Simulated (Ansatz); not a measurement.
The cluster Be₄O₄, relaxed as a singlet with RKS PBE-D4/def2-SVP in Ansatz, starting from the GFN1-xTB geometry. Force threshold 0.02 eV/Å.

The structure comes from a short search, and lower isomers may exist.

Start:

```xyz
8

Be   -0.4227    1.6494   -0.6486
Be   -1.6358   -0.6221   -0.5117
Be    1.6345    0.6205    0.5079
Be    0.4234   -1.6500    0.6493
O    -1.5374    0.7679   -0.8657
O     1.5385   -0.7685    0.8654
O     0.9062    1.6993   -0.1021
O    -0.9067   -1.6965    0.1054
```

(1) Estimate the energy that the relaxation releases and the steps that it takes.

(2) Does the start keep its bonding and symmetry?

(3) Predict the relaxed structure.

Results:

(1) 0.62 eV, in 4 steps; 6 s on 4 threads of Arm Neoverse V1 on a shared host. No frequencies were taken in this run, so the end may be a saddle point.

(2) By distances, no bond broke or formed. The bond that changes most is Be3–O7, from 1.44 to 1.46 Å (atoms count from 1). Point group D4h at the start, D4h at the end, both within 0.05 Å.

(3) 
Cartesian coordinates in Å:
```
Be -0.397 1.545 -0.608
Be -1.532 -0.582 -0.478
Be 1.532 0.582 0.478
Be 0.397 -1.545 0.608
O -1.615 0.807 -0.909
O 1.615 -0.807 0.909
O 0.951 1.781 -0.109
O -0.951 -1.781 0.109
```
Bond lengths (bridged metal pairs left out): 8 × Be–O 1.46 Å.
